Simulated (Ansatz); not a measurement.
Consider the redistribution: `[SiH3][Al]1[CH2][GaH]1` + `CSBCl` → `[Cl][Al]1[CH2][GaH]1` + `CSB[SiH3]`.

Program: Ansatz. Geometries: PBE0-D4/def2-TZVP. ΔE: electronic, gas phase. CBS: MP2 limit from def2 TZ/QZ plus the TZ coupled-cluster correction, frozen cores. DFT in def2-TZVPP. HSE06 is defined as in plane-wave codes. For Ga outer-core shells are correlated without core-valence functions, which leaves a few kJ/mol of doubt a bond. Scalar relativity is left out up to krypton. Each species was taken in one conformer, which may not be the lowest.

`[SiH3][Al]1[CH2][GaH]1`:

```xyz
10

Si   -1.074   -1.832   -1.147
Al   -0.394    0.274   -0.087
C     0.692    0.807    1.390
Ga    0.974    2.231   -0.133
H    -1.239   -1.691   -2.620
H    -2.379   -2.286   -0.585
H    -0.075   -2.909   -0.893
H     1.300    0.213    2.074
H     0.321    1.684    1.961
H     1.874    3.510    0.040
```

`CSBCl`:

Cartesian coordinates in Å:
```
C 1.169 0.150 0.559
S 0.250 0.554 -0.946
B -1.336 -0.164 -0.655
Cl -2.573 -0.012 -1.882
H 0.539 -0.413 1.244
H 2.043 -0.442 0.292
H 1.493 1.075 1.035
H -1.584 -0.748 0.354
```

`[Cl][Al]1[CH2][GaH]1`:

```xyz
7

Cl   -1.301   -1.140   -2.890
Al   -0.462   -0.726   -1.009
C     0.324    0.767   -0.078
Ga   -0.079   -0.608    1.364
H     1.370    0.410   -0.258
H     0.327    1.857   -0.060
H    -0.179   -0.560    2.930
```

`CSB[SiH3]`:

```xyz
11

C    -1.746   -0.547    1.573
S     0.003   -0.458    1.112
B     0.068    0.203   -0.503
Si    1.872    0.449   -1.350
H    -1.907    0.056    2.466
H    -2.001   -1.584    1.793
H    -2.363   -0.178    0.756
H    -0.949    0.492   -1.062
H     2.079    1.882   -1.703
H     2.991    0.022   -0.466
H     1.952   -0.337   -2.615
```

Is it downhill or uphill in electronic energy at CCSD(T)/CBS, and by how much? (An estimate is asked.)

The calculation gave: Downhill: ΔE = -67.4 kJ/mol.

What do these levels give: PBE-D4, B97M-V, PBE0-D4, r2SCANh-D4, HSE06-D4, PBE, BHLYP, RPA@PBE/def2-TZVPP, HF/def2-SVP, CCSD(T)/def2-TZVPP, SCS-MP2/def2-QZVPP, CCSD/CBS(def2)? (Estimate.)

Ansatz gave: PBE-D4 -55.0, B97M-V -67.4, PBE0-D4 -60.3, r2SCANh-D4 -63.9, HSE06-D4 -60.1, PBE -54.7, BHLYP -70.5, RPA@PBE/def2-TZVPP -61.2, HF/def2-SVP -73.3, CCSD(T)/def2-TZVPP -65.5, SCS-MP2/def2-QZVPP -70.0, CCSD/CBS(def2) -69.7 kJ/mol.

Largest T1 diagnostic among the species: 0.015.

Leaving LDA and LC-ωPBE aside and taking each functional with its dispersion term where it has one, the values, not all of them listed here, spread over 15.9 kJ/mol, from BHLYP-D4 to revPBE-D4. From BLYP to BHLYP (50 % exact exchange), in def2-TZVPP and without D4, ΔE moves by −10.3 kJ/mol.
